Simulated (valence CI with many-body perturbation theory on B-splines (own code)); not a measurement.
**F⁴⁺: electric-dipole lines**

Level of theory: valence CI with perturbative core correlation (CI+MBPT): three valence electrons over a frozen Dirac-Fock core [He], a basis of 11 s, 11 p, 9 d, 7 f, 5 g, 2 h, 1 i functions for each j, with the one-electron correlation potential Σ1 (screened to all orders), the two-electron term Σ2, the three-electron term Σ3, Breit, model QED; selected single and double excitations, second order for the rest, scaled by the run's own slope (own B-spline code, finite nucleus).

Set against measurement, 24 paired levels are off by 90 cm⁻¹ on average, the worst by 220. These come from a selection out of Moore, Atomic Energy Levels, vol. I, NSRDS-NBS 35 (1971 reprint of NBS Circular 467, 1949), an old analysis. Levels without a partner in it may be off by more.

Lines 51 to 100 of 277 in falling wavelength, among levels below 95.930 eV, chosen from the strongest by gf and those to the six lowest levels. Wavelengths and rates use the calculated energies, so an error of 90 cm⁻¹ moves a line at 75.72 nm by 0.068 % and its rate by three times that or more. Electric multipoles are in the length gauge, E1 and E2 with the static RPA response of the core. Weak lines are less certain than strong ones. Lines between different terms over intervals too small for the method are left out, as are lines whose strength nearly cancels. The highest levels of a list are the least certain.

Letters in brackets count levels of one name in rising energy.

| λ vac (nm) | λ from measured levels | Upper | Lower | A (s⁻¹) | log gf | Branch % |
| --- | --- | --- | --- | --- | --- | --- |
| 267.0 |  | 2s 2p 3d 4P°_1/2 | 2s 2p 3p 4S_3/2 | 9.09e+07 | -0.71 | 0.1 |
| 258.5 |  | 2s 2p 3p 2D_3/2 [b] | 2s 2p 3s 2P°_1/2 [b] | 8.08e+07 | -0.49 | 1.8 |
| 258.3 |  | 2s 2p 3p 2D_3/2 [b] | 2s 2p 3s 2P°_3/2 [b] | 1.84e+07 | -1.13 | 0.4 |
| 258.0 |  | 2s 2p 3p 2D_5/2 [b] | 2s 2p 3s 2P°_3/2 [b] | 9.84e+07 | -0.23 | 2.1 |
| 255.0 |  | 2s 2p 3d 4D°_7/2 | 2s 2p 3p 4D_7/2 | 3.36e+07 | -0.58 | 0.0 |
| 253.2 |  | 2s 2p 3d 4D°_5/2 | 2s 2p 3p 4D_5/2 | 2.38e+07 | -0.86 | 0.0 |
| 246.3 |  | 2s2 3p 2P°_1/2 | 2s2 3s 2S_1/2 | 1.70e+08 | -0.51 | 11.5 |
| 245.2 |  | 2s2 3p 2P°_3/2 | 2s2 3s 2S_1/2 | 1.72e+08 | -0.21 | 11.6 |
| 245.1 |  | 2s 2p 3p 2P_1/2 [b] | 2s 2p 3s 2P°_1/2 [b] | 9.54e+07 | -0.77 | 0.6 |
| 244.9 |  | 2s 2p 3p 2P_1/2 [b] | 2s 2p 3s 2P°_3/2 [b] | 4.91e+07 | -1.05 | 0.3 |
| 244.3 |  | 2s 2p 3p 2P_3/2 [b] | 2s 2p 3s 2P°_1/2 [b] | 2.71e+07 | -1.01 | 0.2 |
| 244.2 |  | 2s 2p 3p 2P_3/2 [b] | 2s 2p 3s 2P°_3/2 [b] | 1.18e+08 | -0.38 | 0.7 |
| 233.2 |  | 2s 2p 3d 2D°_3/2 | 2s 2p 3p 2P_3/2 [a] | 2.40e+07 | -1.11 | 0.1 |
| 232.6 |  | 2s 2p 3d 2D°_5/2 | 2s 2p 3p 2P_3/2 [a] | 1.58e+08 | -0.11 | 0.4 |
| 232.0 |  | 2s 2p 3d 2D°_3/2 | 2s 2p 3p 2P_1/2 [a] | 1.33e+08 | -0.37 | 0.3 |
| 227.7 |  | 2s 2p 3p 4S_3/2 | 2s 2p 3s 4P°_5/2 | 1.02e+08 | -0.50 | 42.1 |
| 226.8 |  | 2s 2p 3d 4P°_5/2 | 2s 2p 3p 4D_7/2 | 2.13e+07 | -1.01 | 0.0 |
| 225.4 |  | 2s 2p 3p 4S_3/2 | 2s 2p 3s 4P°_3/2 | 8.05e+07 | -0.61 | 33.4 |
| 224.1 |  | 2s 2p 3p 4S_3/2 | 2s 2p 3s 4P°_1/2 | 4.42e+07 | -0.88 | 18.3 |
| 209.5 |  | 2s 2p 3p 2S_1/2 [b] | 2s 2p 3s 2P°_1/2 [b] | 5.52e+07 | -1.14 | 0.5 |
| 209.3 |  | 2s 2p 3p 2S_1/2 [b] | 2s 2p 3s 2P°_3/2 [b] | 1.04e+08 | -0.86 | 0.9 |
| 206.2 |  | 2s 2p 3p 2S_1/2 [a] | 2s 2p 3s 2P°_3/2 [a] | 2.33e+08 | -0.53 | 1.0 |
| 204.0 |  | 2s 2p 3p 2S_1/2 [a] | 2s 2p 3s 2P°_1/2 [a] | 1.16e+08 | -0.84 | 0.5 |
| 201.5 |  | 2s 2p 3p 4P_3/2 | 2s 2p 3s 4P°_5/2 | 1.77e+08 | -0.37 | 45.8 |
| 200.5 |  | 2s 2p 3p 4P_5/2 | 2s 2p 3s 4P°_5/2 | 2.60e+08 | -0.03 | 64.5 |
| 200.4 |  | 2s 2p 3p 4P_1/2 | 2s 2p 3s 4P°_3/2 | 3.07e+08 | -0.43 | 79.9 |
| 199.6 |  | 2s 2p 3p 4P_3/2 | 2s 2p 3s 4P°_3/2 | 4.54e+07 | -0.96 | 11.8 |
| 198.6 |  | 2s 2p 3p 4P_5/2 | 2s 2p 3s 4P°_3/2 | 1.09e+08 | -0.41 | 26.9 |
| 198.6 |  | 2s 2p 3p 4P_3/2 | 2s 2p 3s 4P°_1/2 | 1.46e+08 | -0.46 | 37.8 |
| 161.0 |  | 2s 2p 3d 2P°_3/2 | 2s 2p 3p 2P_3/2 [a] | 1.96e+08 | -0.52 | 0.6 |
| 159.8 |  | 2s 2p 3d 2P°_1/2 | 2s 2p 3p 2P_1/2 [a] | 1.55e+08 | -0.93 | 0.4 |
| 117.7 |  | 2s 2p2 4P_1/2 | 2s2 2p 2P°_3/2 | 4.56e+03 | -5.72 | 48.6 |
| 117.3 |  | 2s 2p2 4P_3/2 | 2s2 2p 2P°_3/2 | 9.87e+02 | -6.09 | 87.9 |
| 116.8 |  | 2s 2p2 4P_5/2 | 2s2 2p 2P°_3/2 | 3.92e+03 | -5.32 | 100.0 |
| 116.7 |  | 2s 2p2 4P_1/2 | 2s2 2p 2P°_1/2 | 4.82e+03 | -5.71 | 51.4 |
| 109.0 |  | 2p3 2D°_5/2 | 2s 2p2 2P_3/2 | 3.71e+08 | -0.40 | 16.2 |
| 108.3 |  | 2p3 2D°_3/2 | 2s 2p2 2P_1/2 | 3.20e+08 | -0.65 | 14.0 |
| 95.53 |  | 2s2 4d 2D_5/2 | 2s 2p 3s 2P°_3/2 [a] | 2.10e+08 | -0.76 | 0.6 |
| 95.08 |  | 2s2 4d 2D_3/2 | 2s 2p 3s 2P°_1/2 [a] | 1.76e+08 | -1.02 | 0.5 |
| 90.44 |  | 2s 2p 3p 2D_3/2 [a] | 2s2 3p 2P°_1/2 | 1.88e+08 | -1.04 | 0.7 |
| 90.19 |  | 2s 2p 3p 2D_5/2 [a] | 2s2 3p 2P°_3/2 | 2.25e+08 | -0.78 | 0.8 |
| 89.06 |  | 2s 2p 3p 2D_5/2 [b] | 2s 2p 3s 2P°_3/2 [a] | 1.82e+08 | -0.89 | 4.0 |
| 80.98 |  | 2p3 4S°_3/2 | 2s 2p2 2D_5/2 | 7.15e+02 | -6.55 | 0.0 |
| 77.65 |  | 2s2 4p 2P°_1/2 | 2s2 3d 2D_3/2 | 8.72e+08 | -0.80 | 33.8 |
| 77.64 |  | 2s2 4p 2P°_3/2 | 2s2 3d 2D_5/2 | 7.84e+08 | -0.55 | 30.7 |
| 75.72 | 75.72 | 2p3 2P°_1/2 | 2s 2p2 2P_3/2 | 5.82e+08 | -1.00 | 9.9 |
| 75.71 | 75.71 | 2p3 2P°_3/2 | 2s 2p2 2P_3/2 | 1.49e+09 | -0.29 | 25.5 |
| 75.46 | 75.45 | 2p3 2P°_1/2 | 2s 2p2 2P_1/2 | 1.22e+09 | -0.68 | 20.9 |
| 75.44 | 75.44 | 2p3 2P°_3/2 | 2s 2p2 2P_1/2 | 2.69e+08 | -1.04 | 4.6 |
| 69.39 |  | 2s2 4f 2F°_5/2 | 2s2 3d 2D_5/2 | 4.63e+08 | -0.70 | 4.3 |
